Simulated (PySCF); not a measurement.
`COB(O)CB(Cl)Cl`, C$_{2}$H$_{6}$B$_{2}$Cl$_{2}$O$_{2}$

Molfile (atoms numbered from 1):
```
C2H6B2Cl2O2
     RDKit          3D

 14 13  0  0  0  0  0  0  0  0999 V2000
   -2.4808    0.4852    0.0002 C   0  0  0  0  0  0  0  0  0  0  0  0
   -1.2461    0.1298    0.5930 O   0  0  0  0  0  0  0  0  0  0  0  0
   -0.1737   -0.2562   -0.1102 B   0  0  0  0  0  0  0  0  0  0  0  0
   -0.2097   -0.3456   -1.4605 O   0  0  0  0  0  0  0  0  0  0  0  0
    1.1585   -0.6290    0.7507 C   0  0  0  0  0  0  0  0  0  0  0  0
    2.3823    0.2153    0.2650 B   0  0  0  0  0  0  0  0  0  0  0  0
    3.0103    1.5411    1.1554 Cl  0  0  0  0  0  0  0  0  0  0  0  0
    3.0892   -0.1114   -1.2877 Cl  0  0  0  0  0  0  0  0  0  0  0  0
   -2.5134    1.5670   -0.1450 H   0  0  0  0  0  0  0  0  0  0  0  0
   -2.6100   -0.0087   -0.9633 H   0  0  0  0  0  0  0  0  0  0  0  0
   -3.2736    0.1860    0.6862 H   0  0  0  0  0  0  0  0  0  0  0  0
    0.6055   -0.5952   -1.8973 H   0  0  0  0  0  0  0  0  0  0  0  0
    1.3249   -1.6946    0.5865 H   0  0  0  0  0  0  0  0  0  0  0  0
    0.9359   -0.4842    1.8047 H   0  0  0  0  0  0  0  0  0  0  0  0
  1  2  1  0
  2  3  1  0
  3  4  1  0
  3  5  1  0
  5  6  1  0
  6  7  1  0
  6  8  1  0
  1  9  1  0
  1 10  1  0
  1 11  1  0
  4 12  1  0
  5 13  1  0
  5 14  1  0
M  END
```

Method used: GIAO PBE0/6-311G** magnetisability, non-relativistic, IEF-PCM water in PySCF 2.14.0. Geometry: GFN2-xTB.

Problem. What are the magnetisability and the molar susceptibility?

Solution. Isotropic -1480 × 10⁻³⁰ J/T², or -89.1 × 10⁻⁶ cm³/mol; principal values -1619, -1484, -1338 × 10⁻³⁰ J/T², anisotropy 243 × 10⁻³⁰ J/T² (root of half the summed squared differences of the principal values). The susceptibility is in cgs units.

Problem. Split it along the inertial axes a, b, c into diamagnetic and paramagnetic parts about the centre of mass, with the quadrupole moment.

Solution. 
| axis | χ (10⁻⁶ cm³/mol) | diamagnetic (10⁻⁶ cm³/mol) | paramagnetic (10⁻⁶ cm³/mol) | summed x² of all electrons (Å²) | quadrupole Θ (D Å) |
| --- | --- | --- | --- | --- | --- |
| a | -91.7 | -640.1 | 548.4 | 343.5 | +0.81 |
| b | -81.2 | -1607.1 | 1525.9 | 115.5 | -1.92 |
| c | -94.5 | -1947.4 | 1852.9 | 35.3 | +1.11 |

Anisotropies 2χaa − χbb − χcc = -7.7 and 2χbb − χaa − χcc = +23.8 × 10⁻⁶ cm³/mol. Θ is traceless in Buckingham's convention.
